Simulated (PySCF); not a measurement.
H6Mo, SMILES [MoH6-], charge -1, multiplicity 2.

The structure is a stationary point at r2SCAN-D4/def2-TZVPD. A frequency run showed that this geometry is not a minimum. The spin state was assumed, not searched. The def2 effective core potentials stand for the cores of Mo; spin–orbit coupling is left out.

Two levels are set side by side: PBE/def2-TZVPD (PySCF) and PBE0/def2-TZVPD (PySCF). Same geometry, gas phase. Differences are taken from unrounded values.

| quantity | PBE0 |
|---|---|
| α-spin orbital gap (eV) | 3.35 |
| β-spin orbital gap (eV) | 4.57 |
| mean polarisability (bohr³) | 74.3 |

**Question.** What does PBE give, and how far is it from PBE0? (An estimate is asked for; the answer gives what the named calculation found.)

**Answer.** 
| quantity | PBE | PBE minus PBE0 |
|---|---|---|
| α-spin orbital gap (eV) | 1.13 | -2.22 |
| β-spin orbital gap (eV) | 2.69 | -1.87 |
| mean polarisability (bohr³) | 78.1 | 3.8 |

PBE's more diffuse valence density responds more strongly to a field. Differences between two approximate levels are no errors against the true value.

Rough cost on one machine, each run with all the roots and properties that it gave: PBE0 against PBE within a factor of 2.
